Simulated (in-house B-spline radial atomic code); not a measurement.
## The nickel ion Ni³⁺: [Ne] 3s2 (3p1/2)2 (3p3/2)3 3d8 (with a hole in an inner shell)

Level of theory: Dirac-Hartree-Fock, average of the jj configuration, Fermi nucleus of rms radius 3.7757 fm; calculated with an all-electron radial atomic-structure program (B-spline basis).

Z_r = [3n² - l(l+1)]/(2<r>); Z_e = n√(-2ε); the last column is Slater's effective charge. Values are occupation-weighted means over j.

| shell | electrons | ε (eV) | <r> (bohr) | Z_r | Z_e | Slater |
| --- | --- | --- | --- | --- | --- | --- |
| 1s | 2 | -8453.1 | 0.05405 | 27.75 | 24.93 | 27.70 |
| 2s | 2 | -1094.6 | 0.2434 | 24.65 | 17.94 | 23.85 |
| 2p | 6 | -943.94 | 0.215 | 23.26 | 16.66 | 23.85 |
| 3s | 2 | -175.07 | 0.7347 | 18.38 | 10.76 | 17.10 |
| 3p | 5 | -131.27 | 0.7673 | 16.29 | 9.32 | 17.10 |
| 3d | 8 | -58.363 | 0.8828 | 11.89 | 6.21 | 8.55 |

The least bound orbital is 3d5/2 at -57.78 eV, and it is also the most diffuse (<r> = 0.8869 bohr).

For the 1s electron the small component carries 1.02 % of the norm, the zero-frequency Breit interaction raises the level by 10.56 eV, self-energy by 5.315 eV, and vacuum polarisation lowers it by 0.4728 eV.
